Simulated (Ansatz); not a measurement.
Relaxation of C3H10FNSi (16 atoms, charge 0, multiplicity 1), to a largest force component of 0.015 eV/Å in at most 40 steps.

All numbers below come from RKS PBE0/6-31G* (Ansatz).

```xyz
16
Properties=species:S:1:pos:R:3
C 0.201 -1.817 -0.681
C 0.978 -0.546 -0.338
C 0.149 0.731 -0.013
N -0.600 1.138 -1.124
F 1.095 1.735 0.095
Si -0.785 0.710 1.630
H -0.457 -1.587 -1.560
H 0.855 -2.591 -0.945
H -0.478 -2.073 0.182
H 1.656 -0.323 -1.154
H 1.636 -0.792 0.522
H -0.472 0.553 -1.889
H -1.652 1.120 -0.902
H 0.095 0.431 2.800
H -1.467 1.983 1.879
H -1.822 -0.335 1.644
```

Question: Where does it end, and by what steps?

Answer: The run converged. After 19 steps the energy has fallen by 0.709 eV; H13 moved furthest, 0.73 Å.

```
step  energy less start (eV)  largest force component (eV/Å)  accepted
   0                  0.0000                           4.386       yes
   1                 -0.4219                           1.059       yes
   2                 -0.4642                           0.321       yes
   3                 -0.4720                           0.270       yes
   4                 -0.4801                           0.190       yes
   5                 -0.4854                           0.193       yes
   6                 -0.4884                           0.118       yes
   7                 -0.4899                           0.079       yes
   8                 -0.4916                           0.107       yes
   9                 -0.4932                           0.123       yes
  10                 -0.5160                           0.335       yes
  11                 -0.5520                           0.507       yes
  12                 -0.4052                           3.194        no
  13                 -0.6357                           0.670       yes
  14                 -0.6792                           1.032       yes
  15                 -0.7002                           0.249       yes
  16                 -0.6819                           0.466        no
  17                 -0.7063                           0.109       yes
  18                 -0.7086                           0.042       yes
  19                 -0.7088                           0.012       yes
```

```xyz
16
Properties=species:S:1:pos:R:3
C 0.190 -1.872 -0.568
C 0.959 -0.573 -0.370
C 0.096 0.642 -0.054
N -0.808 0.911 -1.113
F 1.023 1.720 0.121
Si -0.840 0.587 1.618
H -0.571 -1.763 -1.346
H 0.870 -2.679 -0.860
H -0.319 -2.187 0.350
H 1.530 -0.326 -1.278
H 1.699 -0.680 0.431
H -0.320 0.987 -2.003
H -1.323 1.772 -0.960
H 0.143 0.489 2.730
H -1.604 1.860 1.743
H -1.795 -0.552 1.708
```

Run time: 75 s on 2 threads of Intel(R) Xeon(R) Platinum 8488C (Sapphire Rapids), on a shared host, peak memory 0.31 GiB.
